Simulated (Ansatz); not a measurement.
Multireference treatment of ZnH₂, singlet

Program: Ansatz, Gaussian basis, development build. Basis cc-pVTZ, nonrelativistic, no frozen core. State-specific CASSCF; RHF is the lowest restricted (open-shell) Hartree–Fock solution met. Solutions may break the symmetry of the shape. The lowest solution met needn't be the lowest there is, nor hold the orbitals that a chemist would pick.

Geometry:

```xyz
3

Zn    0.0000    0.0000    0.0000
H     0.0000    0.0000    1.6830
H     0.0000    0.0000   -1.6830
```

(1) What do CASSCF and its corrections give against RHF in CAS(2,2), and what are the occupations?

(2) Roughly how much CPU time does a whole run from the default start take (median of such runs, summed over threads; nearly all runs on one pinned thread of a shared server, mostly Xeon at 2.3 to 2.6 GHz, by a development driver)?

Answers

(1) CASSCF -0.439 eV, SC-NEVPT2 -26.685 eV; occupations 1.97, 0.03.

(2) CAS(2,2): about 4.8 s. Other jobs ran beside these, and the count of passes differs.
